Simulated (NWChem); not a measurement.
System: C$_{3}$H$_{8}$N, doublet; SMILES C([NH])(C)C

Input file for NWChem:

```
start job
memory heap 200 mb stack 900 mb global 1100 mb
geometry units angstroms noautosym nocenter noautoz
  C      0.593898     1.288866     0.106317
  C     -0.116795    -0.028014    -0.278520
  C      0.715194    -1.260628     0.088882
  N     -1.437340    -0.124201     0.291718
  H      1.598541     1.346000    -0.359030
  H      0.720626     1.346360     1.206747
  H      0.011493     2.174327    -0.221745
  H     -0.236588    -0.005753    -1.397527
  H      1.699227    -1.255280    -0.421503
  H      0.889948    -1.290011     1.184043
  H      0.175684    -2.186326    -0.190760
  H     -1.916330     0.767738     0.042127
end
basis spherical
  * library def2-svp
end
dft
  odft
  mult 2
  xc b3lyp
  iterations 150
end
property
  efieldgrad
end
task dft property
```

NWChem printed, in part:

```
             Northwest Computational Chemistry Package (NWChem) 7.3.0
             --------------------------------------------------------

                             Geometry "geometry" -> ""
                             -------------------------

 Output coordinates in angstroms (scale by  1.889725989 to convert to a.u.)

  No.       Tag          Charge          X              Y              Z
 ---- ---------------- ---------- -------------- -------------- --------------
    1 C                    6.0000     0.59389800     1.28886600     0.10631700
    2 C                    6.0000    -0.11679500    -0.02801400    -0.27852000
    3 C                    6.0000     0.71519400    -1.26062800     0.08888200
    4 N                    7.0000    -1.43734000    -0.12420100     0.29171800
    5 H                    1.0000     1.59854100     1.34600000    -0.35903000
    6 H                    1.0000     0.72062600     1.34636000     1.20674700
    7 H                    1.0000     0.01149300     2.17432700    -0.22174500
    8 H                    1.0000    -0.23658800    -0.00575300    -1.39752700
    9 H                    1.0000     1.69922700    -1.25528000    -0.42150300
   10 H                    1.0000     0.88994800    -1.29001100     1.18404300
   11 H                    1.0000     0.17568400    -2.18632600    -0.19076000
   12 H                    1.0000    -1.91633000     0.76773800     0.04212700

 Effective nuclear repulsion energy (a.u.)     125.9175013173

                              NWChem Property Module
                              ----------------------

  itol2e modified to match energy
  convergence criterion.

                                 NWChem DFT Module
                                 -----------------

 Summary of "ao basis" -> "ao basis" (spherical)
 ------------------------------------------------------------------------------
       Tag                 Description            Shells   Functions and Types
 ---------------- ------------------------------  ------  ---------------------
 C                          def2-svp                 6       14   3s2p1d
 N                          def2-svp                 6       14   3s2p1d
 H                          def2-svp                 3        5   2s1p

  itol2e modified to match energy
  convergence criterion.

            General Information
            -------------------
          SCF calculation type: DFT
          Wavefunction type:  spin polarized.
          No. of atoms     :    12
          No. of electrons :    33
           Alpha electrons :    17
            Beta electrons :    16
          Charge           :     0
          Spin multiplicity:     2
          Use of symmetry is: off; symmetry adaption is: off
          Maximum number of iterations: 150
          AO basis - number of functions:    96
                     number of shells:    48
          Convergence on energy requested:  1.00D-07
          Convergence on density requested:  1.00D-05
          Convergence on gradient requested:  5.00D-04

              XC Information
              --------------
                         B3LYP Method XC Potential
                     Hartree-Fock (Exact) Exchange  0.200
                        Slater Exchange Functional  0.800 local
                    Becke 1988 Exchange Functional  0.720 non-local
              Lee-Yang-Parr Correlation Functional  0.810
                  VWN I RPA Correlation Functional  0.190 local

             Grid Information
             ----------------
          Grid used for XC integration:  fine
          Radial quadrature: Mura-Knowles
          Angular quadrature: Lebedev.
          Tag              B.-S. Rad. Rad. Pts. Rad. Cut. Ang. Pts.
          ---              ---------- --------- --------- ---------
          C                   0.70       70          10.0       590
          N                   0.65       70          10.0       590
          H                   0.35       60          11.0       590
          Grid pruning is: on
          Number of quadrature shells:   760
          Spatial weights used:  Erf1

      Superposition of Atomic Density Guess
      -------------------------------------

 Sum of atomic energies:        -171.11284524

      Non-variational initial energy
      ------------------------------

 Total energy =    -173.485492
 1-e energy   =    -478.072718
 2-e energy   =     178.669725
 HOMO         =      -0.235017
 LUMO         =       0.093505

   convergence    iter        energy       DeltaE   RMS-Dens  Diis-err
 ---------------- ----- ----------------- --------- --------- ---------
 d= 0,ls=0.0,diis     1   -173.6388944225 -3.00D+02  4.67D-03  9.10D-02
                                                     4.86D-03  9.42D-02
 d= 0,ls=0.0,diis     2   -173.6767324146 -3.78D-02  2.74D-03  4.39D-02
                                                     2.46D-03  3.40D-02
 d= 0,ls=0.0,diis     3   -173.6896179865 -1.29D-02  7.64D-04  1.17D-02
                                                     8.71D-04  1.34D-02
 d= 0,ls=0.0,diis     4   -173.6955476239 -5.93D-03  2.15D-04  3.51D-04
                                                     1.50D-04  1.84D-04
 d= 0,ls=0.0,diis     5   -173.6956742431 -1.27D-04  5.41D-05  3.72D-05
                                                     7.00D-05  4.62D-05
  Resetting Diis
 d= 0,ls=0.0,diis     6   -173.6956989934 -2.48D-05  3.07D-05  6.34D-06
                                                     2.74D-05  4.42D-06
 d= 0,ls=0.0,diis     7   -173.6957028921 -3.90D-06  8.43D-06  2.98D-07
                                                     1.08D-05  2.33D-07
 d= 0,ls=0.0,diis     8   -173.6957031937 -3.02D-07  3.62D-06  9.33D-08
                                                     5.05D-06  1.10D-07
 d= 0,ls=0.0,diis     9   -173.6957032875 -9.38D-08  2.23D-06  3.04D-08
                                                     5.10D-06  2.57D-08

         Total DFT energy =     -173.695703287496
      One electron energy =     -482.126402369276
           Coulomb energy =      208.599199630006
    Exchange-Corr. energy =      -26.086001865493
 Nuclear repulsion energy =      125.917501317266

 Numeric. integr. density =       33.000000436016

                    DFT Final Alpha Molecular Orbital Analysis
                    ------------------------------------------

[...]

          -----------------------
          Electric field gradient
          -----------------------

 1 a.u. = 0.324123 10**(16) esu/cm**3  ( or statvolts/cm**2 ) = 0.97174 10**(22) v/m**2

 ------------------------------------------------------------
   Atom      X         Y         Z
 ------------------------------------------------------------
    1 C    1.12230   2.43560   0.20091
 ------------------------------------------------------------

 Electric field gradient in molecular frame (a.u.)
         XX             YY             ZZ             XY             XZ             YZ
 ------------------------------------------------------------------------------------------
        0.001889      -0.024892       0.023003      -0.018256      -0.006221      -0.008326

 Principal components (a.u.) and orientation
 of principal axis w.r.t. absolute frame                      Asymmetry parameter eta
 --------------------------------------------------------------------------------------
       -0.035923       0.025006       0.010917                       0.392176

        0.451086      -0.188801       0.872282
        0.875869      -0.094041      -0.473296
        0.171389       0.977502       0.122944

 ------------------------------------------------------------
   Atom      X         Y         Z
 ------------------------------------------------------------
    2 C   -0.22071  -0.05294  -0.52633
 ------------------------------------------------------------

 Electric field gradient in molecular frame (a.u.)
         XX             YY             ZZ             XY             XZ             YZ
 ------------------------------------------------------------------------------------------
       -0.054057       0.063017      -0.008960      -0.036902       0.051609      -0.013783

 Principal components (a.u.) and orientation
 of principal axis w.r.t. absolute frame                      Asymmetry parameter eta
 --------------------------------------------------------------------------------------
       -0.091559       0.083393       0.008166                       0.821627

        0.849067      -0.358531       0.387996
        0.157743       0.872999       0.461509
       -0.504185      -0.330648       0.797790

 ------------------------------------------------------------
   Atom      X         Y         Z
 ------------------------------------------------------------
    3 C    1.35152  -2.38224   0.16796
 ------------------------------------------------------------

 Electric field gradient in molecular frame (a.u.)
         XX             YY             ZZ             XY             XZ             YZ
 ------------------------------------------------------------------------------------------
        0.001760      -0.003897       0.002137       0.015734       0.000048       0.013824

 Principal components (a.u.) and orientation
 of principal axis w.r.t. absolute frame                      Asymmetry parameter eta
 --------------------------------------------------------------------------------------
       -0.022113       0.020188       0.001925                       0.825891

       -0.496466       0.561576      -0.661932
        0.754541       0.656189      -0.009221
       -0.429173       0.504032       0.749508

 ------------------------------------------------------------
   Atom      X         Y         Z
 ------------------------------------------------------------
    4 N   -2.71618  -0.23471   0.55127
 ------------------------------------------------------------

 Electric field gradient in molecular frame (a.u.)
         XX             YY             ZZ             XY             XZ             YZ
 ------------------------------------------------------------------------------------------
       -0.132795       0.300563      -0.167768       0.303223      -0.292875      -0.512848

 Principal components (a.u.) and orientation
 of principal axis w.r.t. absolute frame                      Asymmetry parameter eta
 --------------------------------------------------------------------------------------
        0.812074      -0.525180      -0.286893                       0.293430

        0.402586       0.317477       0.858564
        0.756053       0.413439      -0.507398
       -0.516051       0.853391      -0.073585

 ------------------------------------------------------------
   Atom      X         Y         Z
 ------------------------------------------------------------
    5 H    3.02080   2.54357  -0.67847
 ------------------------------------------------------------

 Electric field gradient in molecular frame (a.u.)
         XX             YY             ZZ             XY             XZ             YZ
 ------------------------------------------------------------------------------------------
       -0.204596       0.137775       0.066821      -0.018467       0.162229       0.007299

 Principal components (a.u.) and orientation
 of principal axis w.r.t. absolute frame                      Asymmetry parameter eta
 --------------------------------------------------------------------------------------
       -0.281331       0.142959       0.138372                       0.016304

        0.905033       0.418832       0.074124
        0.047239      -0.272168       0.961090
       -0.422709       0.866317       0.266106

 ------------------------------------------------------------
   Atom      X         Y         Z
 ------------------------------------------------------------
    6 H    1.36179   2.54425   2.28042
 ------------------------------------------------------------

 Electric field gradient in molecular frame (a.u.)
         XX             YY             ZZ             XY             XZ             YZ
 ------------------------------------------------------------------------------------------
        0.135491       0.137252      -0.272743      -0.003414      -0.047683      -0.021058

 Principal components (a.u.) and orientation
 of principal axis w.r.t. absolute frame                      Asymmetry parameter eta
 --------------------------------------------------------------------------------------
       -0.279329       0.141309       0.138019                       0.011778

        0.114462       0.945224       0.305697
        0.051089      -0.312913       0.948407
        0.992113      -0.092939      -0.084107

 ------------------------------------------------------------
   Atom      X         Y         Z
 ------------------------------------------------------------
    7 H    0.02172   4.10888  -0.41904
 ------------------------------------------------------------

 Electric field gradient in molecular frame (a.u.)
         XX             YY             ZZ             XY             XZ             YZ
 ------------------------------------------------------------------------------------------
        0.020232      -0.125739       0.105507       0.175147      -0.067922       0.099804

 Principal components (a.u.) and orientation
 of principal axis w.r.t. absolute frame                      Asymmetry parameter eta
 --------------------------------------------------------------------------------------
       -0.280274       0.143470       0.136804                       0.023784

       -0.530059      -0.302870       0.792027
        0.793631       0.151763       0.589167
       -0.298642       0.940871       0.159923

 ------------------------------------------------------------
   Atom      X         Y         Z
 ------------------------------------------------------------
    8 H   -0.44709  -0.01087  -2.64094
 ------------------------------------------------------------

 Electric field gradient in molecular frame (a.u.)
         XX             YY             ZZ             XY             XZ             YZ
 ------------------------------------------------------------------------------------------
        0.118356       0.128587      -0.246943       0.002684      -0.039894       0.008510

 Principal components (a.u.) and orientation
 of principal axis w.r.t. absolute frame                      Asymmetry parameter eta
 --------------------------------------------------------------------------------------
       -0.251450       0.129255       0.122195                       0.028078

        0.107392       0.258088       0.960134
       -0.023015       0.966106      -0.257119
        0.993950      -0.005515      -0.109692

 ------------------------------------------------------------
   Atom      X         Y         Z
 ------------------------------------------------------------
    9 H    3.21107  -2.37214  -0.79653
 ------------------------------------------------------------

 Electric field gradient in molecular frame (a.u.)
         XX             YY             ZZ             XY             XZ             YZ
 ------------------------------------------------------------------------------------------
       -0.191506       0.139587       0.051919      -0.002205       0.174358       0.003350

 Principal components (a.u.) and orientation
 of principal axis w.r.t. absolute frame                      Asymmetry parameter eta
 --------------------------------------------------------------------------------------
       -0.282460       0.143762       0.138698                       0.017931

        0.886629       0.415276      -0.203555
        0.008302       0.425774       0.904792
       -0.462406       0.803905      -0.374056

[...]
```

Level: B3LYP/def2-SVP, spin-unrestricted. Coordinates come from a PBE-D3(BJ)/def2-SVP, spin-unrestricted optimisation. Not confirmed as a minimum by frequencies. No stability test was run on the SCF state. B3LYP is NWChem's, with the RPA form of VWN correlation. NWChem prints the field gradient with the sign opposite to the second derivative of the potential.
